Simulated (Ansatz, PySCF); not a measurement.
C5H10, SMILES CC(C=C)C.

The structure is a stationary point at PBE0-D3(BJ)/def2-SVP. One conformer was computed; it need not be the lowest.

Vertical ionisation energy (IE) and electron affinity (EA) in eV. Rows of orbital energies are one-electron estimates. Where ΔSCF, EOM or ADC give a negative EA the extra electron is unbound and the value depends on the basis.

| level | IE | EA |
|---|---|---|
| −ε(HOMO), −ε(LUMO), r2SCAN/def2-TZVP (PySCF) | 6.41 | 0.40 |
| −ε(HOMO), −ε(LUMO), PBE/def2-TZVP (PySCF) | ? | ? |
| ΔSCF, PBE0/def2-TZVPD (Ansatz), final states of multiplicity 2 and 2 | 9.46 | -1.30 |
| ΔSCF, PBE/def2-TZVPD (Ansatz), final states of multiplicity 2 and 2 | 9.42 | -1.12 |

Some entries are withheld; supply them. (The exact figures need the calculation; the answer reports its results.)


- −ε(HOMO), −ε(LUMO), PBE/def2-TZVP (PySCF), IE: 6.22
- −ε(HOMO), −ε(LUMO), PBE/def2-TZVP (PySCF), EA: 0.65

What vertical singlet–triplet gap does ΔSCF give with PBE0/def2-TZVPD (Ansatz, a first-principles code) and with PBE/def2-TZVPD (Ansatz)? (An estimate is asked for; the answer gives what the named calculation found.)

4.30 and 4.46 eV (triplet above singlet where positive).
